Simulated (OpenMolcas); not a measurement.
A calculation on Au7+.

| Item | Value |
| --- | --- |
| Program | OpenMolcas 26.06 |
| Method | MS-CASPT2, IPEA 0.25 Eh, imaginary shift 0.1 Eh (closed shells correlated: 5s 5p) |
| Basis | ANO-RCC-VQZP [9s8p6d4f2g1h] |
| Scalar Hamiltonian | DKH2, point nucleus |
| Active space | 4 electrons in 10 orbitals (5d 6d) |
| State averaging | 2S+1 = 5 even, 5 roots; 2S+1 = 3 even, 45 roots; 2S+1 = 1 even, 50 roots |
| Spin-orbit coupling | state interaction with AMFI integrals over the reference wave functions, term energies averaged over their components |

Q: Which level of the active space comes out lowest?

A: 5d4 5D0, with 53 % of that term.

Q: How high does 5d4 3H6 [67 %] lie?

A: 44570 cm-1 above the lowest level.

Q: How high does 5d4 3H5 [74 %] lie?

A: 41130 cm-1 above the lowest level.

Q: How high does 5d4 3G4 [66 %] lie?

A: 48140 cm-1 above the lowest level.

Q: The level at 22710 cm-1 has J = 4. What is it made of, and what is its g factor?

A: 43 % 5d4 5D4, 30 % 5d4 3F(1), 10 % 5d4 3H; g = 1.278, against 1.501 from Landé's formula for the pure leading term.

Term energies are means over components that CASPT2 splits; among the terms shown or strongly mixed into the levels shown the widest spread is 1000 cm-1 (5d4 1I). Active for correlation alone: 6d; no level in the range computed is led by a configuration that fills it, so any true level of that kind is missing. Only configurations of the active space appear.

A share in square brackets marks a mixed level and gives the weight of the term that names it. A number in round brackets counts repeated terms of one configuration in the order of the reference energies.
